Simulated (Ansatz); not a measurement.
Input for Ansatz (a quantum-chemistry and plane-wave program): R-B3LYP-D3(BJ)/def2-TZVP on C4F6 (SMILES FC1=C(F)C(F)(F)C1(F)F).

Ansatz 0.2 input:
```yaml
crystal:
  periodic: [false, false, false]
  atoms:
    - {symbol: F, position_ang: [-1.68260000, -1.79800000, 0.04400000]}
    - {symbol: C, position_ang: [-0.72320000, -0.90250000, 0.08530000]}
    - {symbol: C, position_ang: [0.47670000, -0.81960000, 0.66770000]}
    - {symbol: F, position_ang: [1.19630000, -1.59920000, 1.44140000]}
    - {symbol: C, position_ang: [0.78310000, 0.56310000, 0.11960000]}
    - {symbol: F, position_ang: [1.81820000, 0.66060000, -0.72810000]}
    - {symbol: F, position_ang: [0.91010000, 1.55310000, 1.01580000]}
    - {symbol: C, position_ang: [-0.63590000, 0.46500000, -0.56910000]}
    - {symbol: F, position_ang: [-0.61730000, 0.49250000, -1.91020000]}
    - {symbol: F, position_ang: [-1.52530000, 1.38490000, -0.16630000]}
basis:
  gaussian:
    orbitals: def2-TZVP
hamiltonian:
  xc: b3lyp
  dispersion: d3bj
relax: {f_tol: 0.001, max_steps: 120}
accuracy: high
scf: {lower_state_search: off}
```

It printed:

```
WARN ansatz: RAYON_NUM_THREADS=4 ignored (pool sized by the plan → 4); use --threads N
Functional definition: B3LYP
these checks for a lower state are left out or cut short: stability, starts, cluster_reference, orbital_swaps, neighbouring_geometries, increment
integrals: 2.54 GiB planned
5872 factors; integrals over basis functions are off by at most 2.1e-9 eV
mean field: 4.42 GiB planned
mean field evaluation 1: about -20451.3850 eV, gradient 5.2e1 eV
mean field evaluation 2: about -20451.3123 eV, gradient 5.5e1 eV
mean field evaluation 4: about -20455.0782 eV, gradient 1.9e0 eV
mean field evaluation 8: about -20455.4104 eV, gradient 1.6e-1 eV
mean field evaluation 16: about -20455.4104 eV, gradient 2.1e-5 eV
mean field -20455.41040547 eV, -751.7224672257 hartree, gradient 1.8e-8 eV, S^2 0.000000; 0 other end points of the search recorded, 0 dependent functions left out
the calculation of the forces begins
reference -20455.41044262 eV, -751.7224685912 hartree; 39, 39 occupied and 271, 271 virtual orbitals, 5872 factors
relax step   1: F+E_penalty+E_count = -20455.77525165 eV  Δ(F+E_penalty+E_count) = +0.000e0 eV  max|allowed force component| = 4.633e-1 eV/Å  Δτ_max = 0.0000 Å  (21 SCF iters, accepted)
these checks for a lower state are left out or cut short: stability, starts, cluster_reference, orbital_swaps, neighbouring_geometries, increment
integrals: 2.54 GiB planned
5872 factors; integrals over basis functions are off by at most 2.1e-9 eV
mean field: 4.42 GiB planned
mean field evaluation 32: about -20455.4206 eV, gradient 1.7e-5 eV
mean field -20455.42061622 eV, -751.7228424640 hartree, gradient 7.7e-8 eV, S^2 0.000000; 0 other end points of the search recorded, 0 dependent functions left out
the calculation of the forces begins
reference -20455.42065334 eV, -751.7228438282 hartree; 39, 39 occupied and 271, 271 virtual orbitals, 5872 factors
relax step   2: F+E_penalty+E_count = -20455.78524249 eV  Δ(F+E_penalty+E_count) = -9.991e-3 eV  max|allowed force component| = 2.813e-1 eV/Å  Δτ_max = 0.0073 Å  (32 SCF iters, accepted)
these checks for a lower state are left out or cut short: stability, starts, cluster_reference, orbital_swaps, neighbouring_geometries, increment
integrals: 2.54 GiB planned
5872 factors; integrals over basis functions are off by at most 2.2e-9 eV
mean field: 4.42 GiB planned
mean field -20455.42203546 eV, -751.7228946202 hartree, gradient 7.6e-8 eV, S^2 0.000000; 0 other end points of the search recorded, 0 dependent functions left out
the calculation of the forces begins
reference -20455.42207258 eV, -751.7228959843 hartree; 39, 39 occupied and 271, 271 virtual orbitals, 5872 factors
relax step   3: F+E_penalty+E_count = -20455.78637223 eV  Δ(F+E_penalty+E_count) = -1.130e-3 eV  max|allowed force component| = 4.418e-1 eV/Å  Δτ_max = 0.0070 Å  (32 SCF iters, accepted)
these checks for a lower state are left out or cut short: stability, starts, cluster_reference, orbital_swaps, neighbouring_geometries, increment
integrals: 2.54 GiB planned
5872 factors; integrals over basis functions are off by at most 2.2e-9 eV
mean field: 4.42 GiB planned
mean field -20455.42434379 eV, -751.7229794497 hartree, gradient 7.7e-8 eV, S^2 0.000000; 0 other end points of the search recorded, 0 dependent functions left out
the calculation of the forces begins
reference -20455.42438087 eV, -751.7229808125 hartree; 39, 39 occupied and 271, 271 virtual orbitals, 5872 factors
relax step   4: F+E_penalty+E_count = -20455.78857910 eV  Δ(F+E_penalty+E_count) = -2.207e-3 eV  max|allowed force component| = 5.581e-2 eV/Å  Δτ_max = 0.0058 Å  (32 SCF iters, accepted)
these checks for a lower state are left out or cut short: stability, starts, cluster_reference, orbital_swaps, neighbouring_geometries, increment
integrals: 2.54 GiB planned
5872 factors; integrals over basis functions are off by at most 2.2e-9 eV
mean field: 4.42 GiB planned
mean field -20455.42440464 eV, -751.7229816860 hartree, gradient 7.7e-8 eV, S^2 0.000000; 0 other end points of the search recorded, 0 dependent functions left out
the calculation of the forces begins
reference -20455.42444173 eV, -751.7229830489 hartree; 39, 39 occupied and 271, 271 virtual orbitals, 5872 factors
relax step   5: F+E_penalty+E_count = -20455.78864244 eV  Δ(F+E_penalty+E_count) = -6.333e-5 eV  max|allowed force component| = 7.054e-3 eV/Å  Δτ_max = 0.0022 Å  (32 SCF iters, accepted)
these checks for a lower state are left out or cut short: stability, starts, cluster_reference, orbital_swaps, neighbouring_geometries, increment
integrals: 2.54 GiB planned
5872 factors; integrals over basis functions are off by at most 2.2e-9 eV
mean field: 4.43 GiB planned
mean field evaluation 64: about -20455.4244 eV, gradient 2.2e-5 eV
mean field -20455.42440706 eV, -751.7229817748 hartree, gradient 2.7e-8 eV, S^2 0.000000; 0 other end points of the search recorded, 0 dependent functions left out
the calculation of the forces begins
reference -20455.42444415 eV, -751.7229831377 hartree; 39, 39 occupied and 271, 271 virtual orbitals, 5872 factors
relax step   6: F+E_penalty+E_count = -20455.78865354 eV  Δ(F+E_penalty+E_count) = -1.110e-5 eV  max|allowed force component| = 2.399e-3 eV/Å  Δτ_max = 0.0011 Å  (20 SCF iters, accepted)
these checks for a lower state are left out or cut short: stability, starts, cluster_reference, orbital_swaps, neighbouring_geometries, increment
integrals: 2.54 GiB planned
5872 factors; integrals over basis functions are off by at most 2.2e-9 eV
mean field: 4.42 GiB planned
mean field -20455.42440514 eV, -751.7229817042 hartree, gradient 2.7e-8 eV, S^2 0.000000; 0 other end points of the search recorded, 0 dependent functions left out
the calculation of the forces begins
reference -20455.42444223 eV, -751.7229830671 hartree; 39, 39 occupied and 271, 271 virtual orbitals, 5872 factors
relax step   7: F+E_penalty+E_count = -20455.78865425 eV  Δ(F+E_penalty+E_count) = -7.140e-7 eV  max|allowed force component| = 1.129e-3 eV/Å  Δτ_max = 0.0003 Å  (19 SCF iters, accepted)
these checks for a lower state are left out or cut short: stability, starts, cluster_reference, orbital_swaps, neighbouring_geometries, increment
integrals: 2.54 GiB planned
5872 factors; integrals over basis functions are off by at most 2.2e-9 eV
mean field: 4.43 GiB planned
mean field -20455.42440482 eV, -751.7229816924 hartree, gradient 3.1e-8 eV, S^2 0.000000; 0 other end points of the search recorded, 0 dependent functions left out
the calculation of the forces begins
reference -20455.42444191 eV, -751.7229830553 hartree; 39, 39 occupied and 271, 271 virtual orbitals, 5872 factors
relax step   8: F+E_penalty+E_count = -20455.78865428 eV  Δ(F+E_penalty+E_count) = -2.712e-8 eV  max|allowed force component| = 1.686e-4 eV/Å  Δτ_max = 0.0000 Å  (18 SCF iters, accepted)
Total energy: -20455.78869136 eV, -751.7363689761 hartree
Atom 0 at    -1.671869    -1.791902     0.046485 Å, force     0.000089     0.000044     0.000028 eV/Å
Atom 1 at    -0.721459    -0.892140     0.080902 Å, force     0.000049     0.000018     0.000010 eV/Å
Atom 2 at     0.477906    -0.809308     0.663040 Å, force    -0.000034     0.000012    -0.000019 eV/Å
Atom 3 at     1.187109    -1.594451     1.434153 Å, force    -0.000070     0.000021    -0.000047 eV/Å
Atom 4 at     0.780918     0.558372     0.120873 Å, force    -0.000169     0.000066    -0.000123 eV/Å
Atom 5 at     1.822381     0.651596    -0.731886 Å, force    -0.000004    -0.000056     0.000040 eV/Å
Atom 6 at     0.907107     1.551167     1.025842 Å, force    -0.000002    -0.000082     0.000015 eV/Å
Atom 7 at    -0.635023     0.460583    -0.566383 Å, force     0.000161     0.000100     0.000059 eV/Å
Atom 8 at    -0.615848     0.483208    -1.915328 Å, force    -0.000014    -0.000056     0.000026 eV/Å
Atom 9 at    -1.531122     1.382774    -0.157598 Å, force    -0.000007    -0.000067     0.000011 eV/Å
Dipole moment:    -0.039188    -0.273742     0.119689 e Å
Checks for a lower state left out: stability, starts, cluster_reference, orbital_swaps, neighbouring_geometries, increment
```

Self-consistency was reached.

Cost: roughly 14 core-minutes.
